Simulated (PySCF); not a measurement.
Compound: CH₉PSi₂.
Bonds: Si1–C2, C2–Si3, Si3–P4. Hydrogens: H5, H6, H7 on Si1; H8, H9 on C2; H10, H11 on Si3; H12, H13 on P4.

A GFN2-xTB structure was refined with PBE0-D3(BJ)/def2-SVP geometry optimisation, gas phase (PySCF 2.14.0). Its GFN2-xTB values:

| coordinate | GFN2-xTB |
| --- | --- |
| Si1–C2 | 1.868 Å |
| Si1–H5 | 1.484 Å |
| C2–Si3 | 1.892 Å |
| C2–H8 | 1.090 Å |
| Si3–P4 | 2.292 Å |
| Si3–H10 | 1.450 Å |
| P4–H12 | 1.393 Å |
| P4–H13 | 1.356 Å |
| Si1–C2–H8 | 110.0° |
| C2–Si3–P4 | 107.2° |
| C2–Si3–H10 | 112.2° |
| Si3–P4–H12 | 94.6° |
| P4–Si3–H10 | 105.6° |
| P4–Si3–H11 | 111.4° |
| H8–C2–H9 | 105.0° |
| H10–Si3–H11 | 109.4° |

How do these coordinates change at the PBE0-D3(BJ)/def2-SVP level?

| coordinate | PBE0-D3(BJ)/def2-SVP (Å or °) | change |
| --- | --- | --- |
| P4–H13 | 1.428 | +0.072 |
| Si3–H10 | 1.496 | +0.046 |
| P4–H12 | 1.430 | +0.037 |
| Si3–P4 | 2.269 | -0.023 |
| Si1–C2 | 1.883 | +0.015 |
| C2–H8 | 1.104 | +0.014 |
| Si1–H5 | 1.495 | +0.011 |
| C2–Si3 | 1.881 | -0.011 |
| C2–Si3–H10 | 110.1 | -2.1 |
| C2–Si3–P4 | 109.3 | +2.1 |
| H8–C2–H9 | 106.8 | +1.8 |
| Si1–C2–H8 | 108.5 | -1.5 |
| P4–Si3–H10 | 106.9 | +1.3 |
| H10–Si3–H11 | 108.1 | -1.3 |
| P4–Si3–H11 | 112.5 | +1.1 |
| Si3–P4–H12 | 93.7 | -0.9 |

The energy falls by 3.6 kcal/mol over 5 energy and gradient evaluations, the largest force component goes from 0.0305 to 4.4e-04 Eh/bohr, and the atoms move by 0.043 Å rms after alignment. The bond that changes most is P4–H13 (three-coordinate phosphorus to P–H hydrogen), which lengthens by 0.072 Å. Bonds longer at the end by more than 0.005 Å: 10 of 12; shorter: 2. Rotational constants go from 11649, 1104, 1046 to 11928, 1096, 1043 MHz.

The run used 113 basis functions and 31 SCF cycles in all. Hardware: an Arm Neoverse V1 with one thread, shared host with 64 logical CPUs at a one-minute load of 19. Cost: 24 s of wall time, 0.47 GiB resident at most.

No PBE0-D3(BJ)/def2-SVP frequencies stand behind this structure, so it isn't proved a minimum. One conformer, not necessarily the lowest.

Shape of the structure used: `[SiH3:1][CH2:2][SiH2:3][PH2:4]`: Si1–C2–Si3–P4 -178°, H–P4–Si3–C2 -77°, H–P4–Si3–C2 -171°.
